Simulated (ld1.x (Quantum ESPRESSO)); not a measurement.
**Configuration tests for vanadium (ultrasoft)**

| Item | Value |
| --- | --- |
| Element | V (Z = 23) |
| Generator | ld1.x (Quantum ESPRESSO) 7.5 |
| Type | ultrasoft |
| Functional | LDA (PZ) |
| Relativity | scalar-relativistic |
| Frozen core | [Ne] |
| Valence charge | 13 |
| Reference configuration | 3s2 3p6 3d3 4s2 4p0 |
| Partial waves | 3s (bound): rcut 1.25, rcutus 1.35 bohr; 4s (bound): rcut 1.25, rcutus 1.35 bohr; 3p (bound): rcut 1.45, rcutus 1.80 bohr; 4p (bound, empty): rcut 1.45, rcutus 1.80 bohr; 3d (bound): rcut 2.00, rcutus 2.55 bohr; 3d channel at 0.9 Ry: rcut 2.00, rcutus 2.55 bohr |
| Local potential | all-electron potential smoothed inside 1.30 bohr (lloc = -2) |
| Core correction | a·sin(br)/r model core inside 0.65 bohr |
| Augmentation charge | built from norm-conserving waves at rcut, not smoothed further |

Energies are relative to the spin-unpolarised reference configuration 3s2 3p6 3d3 4s2 4p0; without spin polarisation the order of configurations can differ from experiment. Spin-polarised rows fill each open shell by Hund’s rule, majority spin first.

| valence configuration | charge | ΔE all-electron (eV) | error AE − PS (meV) |
| --- | --- | --- | --- |
| 3s2 3p6 3d3 4s1 4p0 | +1 | 7.941 | +919 |
| 3s2 3p6 3d2 4s0 4p0 | +3 | 51.645 | +1910 |
| 3s2 3p6 3d3 4s1 4p1 | 0 | 3.409 | +638 |
| 3s2 3p6 3d2 4s2 4p0 | +1 | 11.218 | -2118 |
| 3s2 3p6 3d1 4s0 4p0 | +4 | 97.777 | +1257 |
| 3s2 3p6 3d3 4s2 4p0 (spin-polarised) | 0 | -1.628 | +182 |
| 3s2 3p6 3d3 4s1 4p0 (spin-polarised) | +1 | 5.572 | +981 |

(1) What are ΔE and the potential's error for 3s2 3p6 3d3 4s0 4p0?

(2) What are ΔE and the potential's error for 3s1 3p6 3d3 4s2 4p0?

Levels in the configuration 3s1 3p6 3d3 4s2 4p0:

```tsv
level	all-electron (eV)	pseudo (eV)
3s	-84.856	-90.290
3p	-58.685	-63.701
3d	-18.841	-22.315
4s	-12.884	-11.728
```

A Bessel basis up to 400 Ry misses an occupied level by 0.76 Ry, so cutoffs and ghosts were not judged. The potential misses its own reference levels by up to 1.9 eV, so it is not fit for use.

Answers

(1) ΔE = 22.486 eV all-electron; the error (AE − PS) is +2661 meV.

(2) ΔE = 77.043 eV all-electron; the error (AE − PS) is -3702 meV.

These tests converged, but a pseudo level misses the all-electron one widely, so the file describes the atom poorly there or has found another state: 3s2 3p6 3d3 4s0 4p0: empty 4s by 2.4 eV; 3s2 3p6 3d2 4s0 4p0: empty 4s by 3.2 eV (a node warning on the way); 3s2 3p6 3d3 4s1 4p1: 3d by 1.4 eV; 3s2 3p6 3d2 4s2 4p0: 3d by 2.6 eV; 3s1 3p6 3d3 4s2 4p0: 3p by 5.0 eV; 3s2 3p6 3d1 4s0 4p0: empty 4s by 4.5 eV.
